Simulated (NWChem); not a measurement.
System: AlNH$_{3}$Cl$_{2}$, doublet

```xyz
7

Al    -0.0473     0.7110    -0.0968
Cl     0.7169    -0.5547    -1.6674
Cl     0.5122     0.1178     1.9002
N     -1.9367    -0.1299    -0.0466
H     -1.9688    -0.8677    -0.7552
H     -2.0619    -0.5614     0.8729
H     -2.7185     0.5056    -0.2108
```
Atoms are numbered in this order, from 1.

Results from NWChem. Spin-unrestricted. Structure relaxed at the PBE0/def2-SVP, spin-unrestricted level. This spin state was assumed; another may lie lower. No stability test was run on the SCF state. Atomic charges in e: unrestrained fits to the electrostatic potential beside Mulliken populations; buried atoms are poorly determined by the fit.

Q: Estimate the computed values for B3LYP/def2-SVP. Quantities: ESP Al1; Mulliken Al1; ESP Cl2; Mulliken Cl2; ESP Cl3; Mulliken Cl3; ESP N4; Mulliken N4; relative RMS misfit of the potential (%).

A: 
```yaml
ESP Al1: 0.11
Mulliken Al1: 0.43
ESP Cl2: -0.26
Mulliken Cl2: -0.35
ESP Cl3: -0.26
Mulliken Cl3: -0.35
ESP N4: -0.11
Mulliken N4: -0.20
relative RMS misfit of the potential (%): 20
```
